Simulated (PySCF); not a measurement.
Sn(F)2(Me)(OH) (CH4F2OSn), SMILES [CH3][Sn]([OH])([F])[F]. Atoms are numbered in the order given.

```xyz
9

C      0.2104    -2.1392     0.0000
Sn     0.0141    -0.0164     0.0000
O      1.7362     0.9413     0.0000
F     -1.0111     0.6482    -1.5074
F     -1.0111     0.6482     1.5074
H     -0.2781    -2.5289     0.9023
H     -0.2781    -2.5289    -0.9023
H      1.2799    -2.3863     0.0000
H      1.6201     1.9031     0.0000
```

The structure is a stationary point at B3LYP-D3(BJ)/def2-SVP. The structure was generated by enumeration; whether it is a known compound was not checked. The def2 effective core potentials stand for the cores of Sn; spin–orbit coupling is left out. Other conformers were not sampled.

Computed with TDA-PBE/def2-SVPD (PySCF).

Vertical excitations. Gas-phase values at a fixed geometry. State labels are in the subgroup Cs.

```csv
state,symmetry,energy (eV),λ (nm),f,main pairs
S1,A",5.12,242,0.015,HOMO→LUMO 99 %
S2,A',6.12,203,0.117,HOMO−1→LUMO 83 %
S3,A",6.26,198,0.021,HOMO−3→LUMO 96 %
S4,A",6.30,197,0.000,HOMO−4→LUMO 98 %
S5,A',6.39,194,0.082,"HOMO−2→LUMO 74 %, HOMO−5→LUMO 14 %"
S6,A',6.81,182,0.030,HOMO−5→LUMO 79 %
S7,A",7.31,170,0.020,HOMO→LUMO+2 98 %
S8,A',7.45,166,0.113,"HOMO−6→LUMO 64 %, HOMO→LUMO+1 10 %"
S9,A",7.59,163,0.000,HOMO→LUMO+3 97 %
S10,A',7.69,161,0.097,"HOMO→LUMO+1 59 %, HOMO−6→LUMO 11 %"
T1,A",4.74,262,0,HOMO→LUMO 99 %
T2,A',5.20,239,0,HOMO−1→LUMO 98 %
T3,A',5.64,220,0,HOMO−2→LUMO 98 %
T4,A",5.90,210,0,HOMO−3→LUMO 99 %
```
Triplets are in the Tamm–Dancoff approximation.
